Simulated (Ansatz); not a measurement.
`[OH][SbH2]` + H₂Te → `[SbH2][TeH]` + H₂O  (ligand exchange at the Sb–O bond)

Computed with Ansatz on PBE0-D4/def2-TZVP structures; ΔE is electronic, products minus reactants. CCSD(T)/CBS adds triple-zeta CCSD(T) − MP2 to the extrapolated MP2 energy (def2 sets, frozen cores). This one scheme is used for every species. Functionals use def2-TZVPP. HSE06 is defined as in plane-wave codes. def2 core potentials past Kr. For Sb, Te outer-core shells are correlated without core-valence functions, which leaves a few kJ/mol of doubt a bond.

```
             level  ΔE (kJ/mol)
          HSE06-D4        -97.1
              BLYP        -74.3
            r2SCAN        -84.5
           LC-ωPBE        -80.5
     CCSD/def2-SVP        -93.9
SCS-MP2/def2-TZVPP        -83.6
CCSD(T)/def2-TZVPP        -83.1
      HF/CBS(def2)        -82.4
```

Q: What does CCSD(T)/CBS give? (Best estimate.)

A: Computed: -92.8 kJ/mol. The listed levels differ from it by -4.3, 18.5, 8.3, 12.3, -1.1, 9.2, 9.7, 10.4 kJ/mol.

Largest T1 diagnostic among the species: 0.014.

From r2SCAN to r2SCAN0 (25 % exact exchange), in def2-TZVPP and without D4, ΔE moves by −8.7 kJ/mol. Leaving LDA and LC-ωPBE aside and taking each functional with its dispersion term where it has one, the values, not all of them listed here, spread over 30.8 kJ/mol, from HSE06-D4 to B97M-V.
